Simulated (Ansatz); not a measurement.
# Molecular dynamics of Cl₃FH₂Si

Input file:

```yaml
crystal:
  periodic: [false, false, false]
  atoms:
    - { symbol: Si, position_ang: [-0.332877, -0.045926, -0.049689] }
    - { symbol: H, position_ang: [1.224304, -0.558136, -0.397091] }
    - { symbol: Cl, position_ang: [-0.888765, -1.595459, -1.324271] }
    - { symbol: Cl, position_ang: [-1.188208, -0.624322, 1.712612] }
    - { symbol: Cl, position_ang: [-1.125748, 1.575606, -1.007468] }
    - { symbol: H, position_ang: [1.418688, 0.196726, 0.207217] }
    - { symbol: F, position_ang: [0.892609, 1.05161, 0.858692] }
basis:
  gaussian: { orbitals: def2-SVP }
hamiltonian:
  xc: pbe0
md:
  timestep: 0.5
  n_steps: 200
  ensemble: nve
  temperature: 300.0
  initial_velocities: maxwell_boltzmann
  seed: 5107
```

Command:

```bash
$ ansatz run input.yaml --threads 2 --pin off --max-ram 3072MiB --backend cpu --events-out ev --progress --plain --runs-dir out
```

It starts at the highest image of a converged band. Of that band: A structure lower than the last end lies on the path between it and the top, so the climb from that side starts below the end, which may itself be a saddle point or a shallow side well. Neighbouring images differ by up to 1.6 eV, so the band resolves the path poorly. A vibrational analysis at the climbing image gives one clearly imaginary mode, 1071i cm⁻¹: a first-order saddle point.

Output, in part (one step line in 3, the closing report, with atoms numbered from 0):

```
md step     0: t =     0.00 fs  T =   300.0 K  F+E_penalty+E_count = -48162.98441035 eV  E_kin = 0.193890 eV  conserved = -48162.79052035 eV  (23 SCF iters)
md step     3: t =     1.50 fs  T =   287.4 K  F+E_penalty+E_count = -48162.97618267 eV  E_kin = 0.185720 eV  conserved = -48162.79046230 eV  (25 SCF iters)
md step     6: t =     3.00 fs  T =   261.3 K  F+E_penalty+E_count = -48162.95922153 eV  E_kin = 0.168892 eV  conserved = -48162.79032982 eV  (25 SCF iters)
md step     9: t =     4.50 fs  T =   249.1 K  F+E_penalty+E_count = -48162.95127256 eV  E_kin = 0.161025 eV  conserved = -48162.79024796 eV  (25 SCF iters)
md step    12: t =     6.00 fs  T =   268.4 K  F+E_penalty+E_count = -48162.96375875 eV  E_kin = 0.173496 eV  conserved = -48162.79026289 eV  (25 SCF iters)
md step    15: t =     7.50 fs  T =   317.8 K  F+E_penalty+E_count = -48162.99569250 eV  E_kin = 0.205406 eV  conserved = -48162.79028630 eV  (25 SCF iters)
md step    18: t =     9.00 fs  T =   393.3 K  F+E_penalty+E_count = -48163.04445637 eV  E_kin = 0.254203 eV  conserved = -48162.79025315 eV  (25 SCF iters)
md step    21: t =    10.50 fs  T =   500.3 K  F+E_penalty+E_count = -48163.11362967 eV  E_kin = 0.323355 eV  conserved = -48162.79027440 eV  (30 SCF iters)
md step    24: t =    12.00 fs  T =   635.8 K  F+E_penalty+E_count = -48163.20130477 eV  E_kin = 0.410921 eV  conserved = -48162.79038382 eV  (30 SCF iters)
md step    27: t =    13.50 fs  T =   788.1 K  F+E_penalty+E_count = -48163.29965722 eV  E_kin = 0.509325 eV  conserved = -48162.79033260 eV  (30 SCF iters)
md step    30: t =    15.00 fs  T =   965.3 K  F+E_penalty+E_count = -48163.41433641 eV  E_kin = 0.623884 eV  conserved = -48162.79045207 eV  (30 SCF iters)
md step    33: t =    16.50 fs  T =  1147.0 K  F+E_penalty+E_count = -48163.53189594 eV  E_kin = 0.741332 eV  conserved = -48162.79056399 eV  (24 SCF iters)
md step    36: t =    18.00 fs  T =  1313.4 K  F+E_penalty+E_count = -48163.63929908 eV  E_kin = 0.848818 eV  conserved = -48162.79048086 eV  (26 SCF iters)
md step    39: t =    19.50 fs  T =  1471.6 K  F+E_penalty+E_count = -48163.74173960 eV  E_kin = 0.951076 eV  conserved = -48162.79066358 eV  (26 SCF iters)
md step    42: t =    21.00 fs  T =  1593.2 K  F+E_penalty+E_count = -48163.82033579 eV  E_kin = 1.029674 eV  conserved = -48162.79066198 eV  (25 SCF iters)
md step    45: t =    22.50 fs  T =  1675.1 K  F+E_penalty+E_count = -48163.87332095 eV  E_kin = 1.082641 eV  conserved = -48162.79068032 eV  (24 SCF iters)
md step    48: t =    24.00 fs  T =  1712.5 K  F+E_penalty+E_count = -48163.89760477 eV  E_kin = 1.106782 eV  conserved = -48162.79082261 eV  (24 SCF iters)
md step    51: t =    25.50 fs  T =  1690.7 K  F+E_penalty+E_count = -48163.88326456 eV  E_kin = 1.092669 eV  conserved = -48162.79059598 eV  (23 SCF iters)
md step    54: t =    27.00 fs  T =  1650.8 K  F+E_penalty+E_count = -48163.85746522 eV  E_kin = 1.066936 eV  conserved = -48162.79052874 eV  (23 SCF iters)
md step    57: t =    28.50 fs  T =  1620.0 K  F+E_penalty+E_count = -48163.83727447 eV  E_kin = 1.047004 eV  conserved = -48162.79027083 eV  (24 SCF iters)
md step    60: t =    30.00 fs  T =  1653.3 K  F+E_penalty+E_count = -48163.85853230 eV  E_kin = 1.068517 eV  conserved = -48162.79001481 eV  (22 SCF iters)
md step    63: t =    31.50 fs  T =  1796.6 K  F+E_penalty+E_count = -48163.95135927 eV  E_kin = 1.161170 eV  conserved = -48162.79018963 eV  (30 SCF iters)
md step    66: t =    33.00 fs  T =  2027.2 K  F+E_penalty+E_count = -48164.10044962 eV  E_kin = 1.310200 eV  conserved = -48162.79024993 eV  (30 SCF iters)
md step    69: t =    34.50 fs  T =  2320.2 K  F+E_penalty+E_count = -48164.29015819 eV  E_kin = 1.499513 eV  conserved = -48162.79064513 eV  (29 SCF iters)
md step    72: t =    36.00 fs  T =  2598.1 K  F+E_penalty+E_count = -48164.47005518 eV  E_kin = 1.679166 eV  conserved = -48162.79088956 eV  (29 SCF iters)
md step    75: t =    37.50 fs  T =  2807.2 K  F+E_penalty+E_count = -48164.60517162 eV  E_kin = 1.814292 eV  conserved = -48162.79087947 eV  (25 SCF iters)
md step    78: t =    39.00 fs  T =  2934.8 K  F+E_penalty+E_count = -48164.68779333 eV  E_kin = 1.896766 eV  conserved = -48162.79102703 eV  (31 SCF iters)
md step    81: t =    40.50 fs  T =  2962.4 K  F+E_penalty+E_count = -48164.70537473 eV  E_kin = 1.914600 eV  conserved = -48162.79077459 eV  (24 SCF iters)
md step    84: t =    42.00 fs  T =  2929.6 K  F+E_penalty+E_count = -48164.68410590 eV  E_kin = 1.893377 eV  conserved = -48162.79072916 eV  (24 SCF iters)
md step    87: t =    43.50 fs  T =  2852.0 K  F+E_penalty+E_count = -48164.63384987 eV  E_kin = 1.843224 eV  conserved = -48162.79062572 eV  (24 SCF iters)
md step    90: t =    45.00 fs  T =  2754.7 K  F+E_penalty+E_count = -48164.57075514 eV  E_kin = 1.780389 eV  conserved = -48162.79036635 eV  (31 SCF iters)
md step    93: t =    46.50 fs  T =  2681.3 K  F+E_penalty+E_count = -48164.52333256 eV  E_kin = 1.732903 eV  conserved = -48162.79042982 eV  (27 SCF iters)
md step    96: t =    48.00 fs  T =  2636.0 K  F+E_penalty+E_count = -48164.49382045 eV  E_kin = 1.703622 eV  conserved = -48162.79019884 eV  (30 SCF iters)
md step    99: t =    49.50 fs  T =  2656.2 K  F+E_penalty+E_count = -48164.50695189 eV  E_kin = 1.716711 eV  conserved = -48162.79024083 eV  (22 SCF iters)
md step   102: t =    51.00 fs  T =  2738.4 K  F+E_penalty+E_count = -48164.56013241 eV  E_kin = 1.769812 eV  conserved = -48162.79032052 eV  (31 SCF iters)
md step   105: t =    52.50 fs  T =  2869.0 K  F+E_penalty+E_count = -48164.64452575 eV  E_kin = 1.854265 eV  conserved = -48162.79026042 eV  (31 SCF iters)
md step   108: t =    54.00 fs  T =  3046.4 K  F+E_penalty+E_count = -48164.75943651 eV  E_kin = 1.968874 eV  conserved = -48162.79056240 eV  (31 SCF iters)
md step   111: t =    55.50 fs  T =  3223.1 K  F+E_penalty+E_count = -48164.87366304 eV  E_kin = 2.083103 eV  conserved = -48162.79055966 eV  (31 SCF iters)
md step   114: t =    57.00 fs  T =  3387.5 K  F+E_penalty+E_count = -48164.98013239 eV  E_kin = 2.189373 eV  conserved = -48162.79075980 eV  (31 SCF iters)
md step   117: t =    58.50 fs  T =  3500.6 K  F+E_penalty+E_count = -48165.05337099 eV  E_kin = 2.262421 eV  conserved = -48162.79095028 eV  (29 SCF iters)
md step   120: t =    60.00 fs  T =  3526.6 K  F+E_penalty+E_count = -48165.07009293 eV  E_kin = 2.279225 eV  conserved = -48162.79086754 eV  (28 SCF iters)
md step   123: t =    61.50 fs  T =  3468.5 K  F+E_penalty+E_count = -48165.03268927 eV  E_kin = 2.241662 eV  conserved = -48162.79102748 eV  (29 SCF iters)
md step   126: t =    63.00 fs  T =  3310.7 K  F+E_penalty+E_count = -48164.93043431 eV  E_kin = 2.139677 eV  conserved = -48162.79075752 eV  (23 SCF iters)
md step   129: t =    64.50 fs  T =  3099.9 K  F+E_penalty+E_count = -48164.79401688 eV  E_kin = 2.003433 eV  conserved = -48162.79058358 eV  (23 SCF iters)
md step   132: t =    66.00 fs  T =  2876.2 K  F+E_penalty+E_count = -48164.64932103 eV  E_kin = 1.858866 eV  conserved = -48162.79045482 eV  (23 SCF iters)
md step   135: t =    67.50 fs  T =  2673.3 K  F+E_penalty+E_count = -48164.51791233 eV  E_kin = 1.727741 eV  conserved = -48162.79017105 eV  (23 SCF iters)
md step   138: t =    69.00 fs  T =  2534.9 K  F+E_penalty+E_count = -48164.42871081 eV  E_kin = 1.638338 eV  conserved = -48162.79037299 eV  (23 SCF iters)
md step   141: t =    70.50 fs  T =  2437.4 K  F+E_penalty+E_count = -48164.36565898 eV  E_kin = 1.575297 eV  conserved = -48162.79036215 eV  (23 SCF iters)
md step   144: t =    72.00 fs  T =  2374.6 K  F+E_penalty+E_count = -48164.32519442 eV  E_kin = 1.534694 eV  conserved = -48162.79049994 eV  (23 SCF iters)
md step   147: t =    73.50 fs  T =  2318.7 K  F+E_penalty+E_count = -48164.28922818 eV  E_kin = 1.498570 eV  conserved = -48162.79065818 eV  (23 SCF iters)
md step   150: t =    75.00 fs  T =  2242.4 K  F+E_penalty+E_count = -48164.23975637 eV  E_kin = 1.449284 eV  conserved = -48162.79047236 eV  (23 SCF iters)
md step   153: t =    76.50 fs  T =  2166.1 K  F+E_penalty+E_count = -48164.19053506 eV  E_kin = 1.399946 eV  conserved = -48162.79058947 eV  (29 SCF iters)
md step   156: t =    78.00 fs  T =  2080.5 K  F+E_penalty+E_count = -48164.13502588 eV  E_kin = 1.344624 eV  conserved = -48162.79040187 eV  (29 SCF iters)
md step   159: t =    79.50 fs  T =  2015.3 K  F+E_penalty+E_count = -48164.09281519 eV  E_kin = 1.302472 eV  conserved = -48162.79034345 eV  (23 SCF iters)
md step   162: t =    81.00 fs  T =  1982.4 K  F+E_penalty+E_count = -48164.07162987 eV  E_kin = 1.281206 eV  conserved = -48162.79042352 eV  (24 SCF iters)
md step   165: t =    82.50 fs  T =  1973.5 K  F+E_penalty+E_count = -48164.06572243 eV  E_kin = 1.275482 eV  conserved = -48162.79024065 eV  (24 SCF iters)
md step   168: t =    84.00 fs  T =  2010.1 K  F+E_penalty+E_count = -48164.08954732 eV  E_kin = 1.299114 eV  conserved = -48162.79043320 eV  (25 SCF iters)
md step   171: t =    85.50 fs  T =  2068.5 K  F+E_penalty+E_count = -48164.12723599 eV  E_kin = 1.336863 eV  conserved = -48162.79037254 eV  (28 SCF iters)
md step   174: t =    87.00 fs  T =  2154.1 K  F+E_penalty+E_count = -48164.18257348 eV  E_kin = 1.392164 eV  conserved = -48162.79040973 eV  (23 SCF iters)
md step   177: t =    88.50 fs  T =  2258.0 K  F+E_penalty+E_count = -48164.24995505 eV  E_kin = 1.459362 eV  conserved = -48162.79059268 eV  (24 SCF iters)
md step   180: t =    90.00 fs  T =  2351.9 K  F+E_penalty+E_count = -48164.31047938 eV  E_kin = 1.520018 eV  conserved = -48162.79046091 eV  (31 SCF iters)
md step   183: t =    91.50 fs  T =  2446.4 K  F+E_penalty+E_count = -48164.37173922 eV  E_kin = 1.581083 eV  conserved = -48162.79065645 eV  (28 SCF iters)
md step   186: t =    93.00 fs  T =  2517.1 K  F+E_penalty+E_count = -48164.41737230 eV  E_kin = 1.626797 eV  conserved = -48162.79057546 eV  (29 SCF iters)
md step   189: t =    94.50 fs  T =  2575.4 K  F+E_penalty+E_count = -48164.45498500 eV  E_kin = 1.664462 eV  conserved = -48162.79052325 eV  (29 SCF iters)
md step   192: t =    96.00 fs  T =  2630.6 K  F+E_penalty+E_count = -48164.49074842 eV  E_kin = 1.700126 eV  conserved = -48162.79062249 eV  (24 SCF iters)
md step   195: t =    97.50 fs  T =  2672.8 K  F+E_penalty+E_count = -48164.51780029 eV  E_kin = 1.727402 eV  conserved = -48162.79039806 eV  (29 SCF iters)
md step   198: t =    99.00 fs  T =  2732.3 K  F+E_penalty+E_count = -48164.55640170 eV  E_kin = 1.765881 eV  conserved = -48162.79052118 eV  (29 SCF iters)
md step   200: t =   100.00 fs  T =  2776.7 K  F+E_penalty+E_count = -48164.58505577 eV  E_kin = 1.794555 eV  conserved = -48162.79050114 eV  (24 SCF iters)
Total energy: -48164.58508623 eV, -1770.0158547905 hartree
Atom 0 at    -0.526660     0.025067     0.030310 Å, force    -2.110994     3.288257     2.457701 eV/Å
Atom 1 at     5.603939    -3.633001    -4.115294 Å, force    -0.025406    -0.166887    -0.205651 eV/Å
Atom 2 at    -0.265235    -1.429552    -1.159524 Å, force    -0.625028    -3.195546    -2.642755 eV/Å
Atom 3 at    -1.597081    -0.378118     1.833293 Å, force     1.020708     0.237592    -1.549240 eV/Å
Atom 4 at    -1.498537     1.749129    -0.806851 Å, force     1.029074    -1.595899     0.695517 eV/Å
Atom 5 at     5.530408    -4.115054    -4.709121 Å, force     0.025349     0.166948     0.205707 eV/Å
Atom 6 at     1.023614     0.245815     0.291620 Å, force     0.686297     1.265535     1.038720 eV/Å
Dipole moment:    -0.050675    -0.139263    -0.101817 e Å
```

All steps were run. The conserved energy stayed within 0.072 meV per atom of its start (net change 0.0027 meV per atom), so the integration is sound. The system heated up, since it started high on the potential surface and ran downhill. A run of 0.1 ps of so small a system gives no equilibrium averages. The orbitals stay closed-shell, which can raise the energy where a bond breaks towards radicals; this wasn't checked here.

The step under study would form Si1–F7, H2–H6 and break Si1–H2, H6–F7. These pairs go: Si1–F7 1.88 → 1.59 Å, H2–H6 0.99 → 0.77 Å, Si1–H2 1.68 → 8.26 Å, H6–F7 1.20 → 8.02 Å. In the last frame they stand as after the step (other bonds may differ from the relaxed reactants and products). It ends as Cl3FSi + H2. Pairs count as bonded within 1.25 times the sum of covalent radii (0.12 Å more for H–H).

Last frame:

```xyz
7
Properties=species:S:1:pos:R:3
Si -0.527 0.025 0.030
H 5.604 -3.633 -4.115
Cl -0.265 -1.430 -1.159
Cl -1.597 -0.378 1.833
Cl -1.498 1.749 -0.807
H 5.530 -4.115 -4.709
F 1.024 0.246 0.292
```

The run took 5.9 min on 2 threads of Arm Neoverse V2, with other jobs on the host, peak memory 0.22 GiB.
